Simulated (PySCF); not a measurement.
Input for PySCF: R-HF/STO-3G on ClGeH3 (SMILES [Cl][GeH3]), a point of a bond scan (R = 3.066 Å).

```python
from pyscf import gto, scf, dft, mp
from pyscf.data.elements import chemcore

mol = gto.M(
    atom='''
    Ge   -0.68437382    0.03163627    0.00355747
    Cl    1.48817264   -0.06879314   -0.00773572
    H    -1.45479632    2.90174861   -0.75101693
    H    -1.14315274   -0.32666519    1.42174700
    H    -1.18623477   -0.98290436   -1.03034895
    ''',
    basis='sto-3g',
    charge=0, spin=0, verbose=3, max_memory=1800)
mf = scf.RHF(mol)
mf.conv_tol = 1e-8
mf.max_cycle = 100
mf.kernel()
if not mf.converged:
    mf = mf.newton().run(mf.mo_coeff, mf.mo_occ)
```

It printed:

```
converged SCF energy = -2507.84487126311
```

Self-consistency was reached.

Cost: very roughly 0.3 core-seconds.
